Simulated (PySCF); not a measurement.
F₃Ga, SMILES [F][Ga+]([F])[F] (connectivity only; charge and spin as stated), charge +1, multiplicity 2.

The structure is a stationary point at r2SCAN-D4/def2-SVP.

Level of theory: C-PCM-M06-2X/def2-SVP (PySCF).

The values are the electrostatic part of the solvation free energy, E(continuum) − E(gas) at the gas-phase geometry, in a cavity of scaled van der Waals radii (PySCF's table); cavitation and dispersion terms are not included. A continuum can't describe solvent molecules that bind to the metal.

| solvent | ε | ΔG(elec) (kcal/mol) |
|---|---|---|
| water | 78.36 | -77.7 |
| diethylether | 4.24 | -59.9 |
| acetonitrile | 35.69 | ___ |

Q: Complete the blanks. (The exact figures need the calculation; the answer reports its results.)

A: 
- acetonitrile, ΔG(elec) (kcal/mol): -76.5
